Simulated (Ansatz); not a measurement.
Reactions of C$_{11}$H$_{10}$, SMILES `Cc1cccc2ccccc12`.

Computed with Ansatz on PBE0-D4/def2-TZVP structures; ΔE is electronic, products minus reactants. CBS: MP2 limit from def2 TZ/QZ plus the TZ coupled-cluster correction, frozen cores. This one scheme is used for every species, atoms too. DFT in def2-TZVPP. No spin–orbit coupling; open shells (•) take unrestricted orbitals. Spin–orbit coupling would lower the free atoms: a little for C. Elements past krypton have def2 core potentials. Bonds to I are less sure, by a few kJ/mol each and by 10 to 20 or more in all where they break to atoms, as the def2 sets lack core-valence functions.

```csv
reaction,r2SCAN-D4 (kcal/mol),LDA (SPW92) (kcal/mol),CCSD(T)/def2-SVP (kcal/mol),PBE0-D4 (kcal/mol)
`Cc1cccc2ccccc12` + HI → `Ic1cccc2ccccc12` + CH₄,1.4,3.3,5.4,2.0
`Cc1cccc2ccccc12` + HCl → `Clc1cccc2ccccc12` + CH₄,2.5,3.3,5.6,3.5
`Cc1cccc2ccccc12` → `Cc1ccc2ccccc2c1`,-0.4,0.0,-0.3,-0.4
`Cc1cccc2ccccc12` → 11 C• + 10 H•,2482.6,2843.5,2376.2,2508.5
```

(1) Give the CCSD(T)/CBS values in the same order. (An estimate is asked.)

Largest T1 diagnostic: 0.010, for `Clc1cccc2ccccc12`.

## Answers

(1) Ansatz gave: 0.2, 4.4, -0.1, 2452.3 kcal/mol.
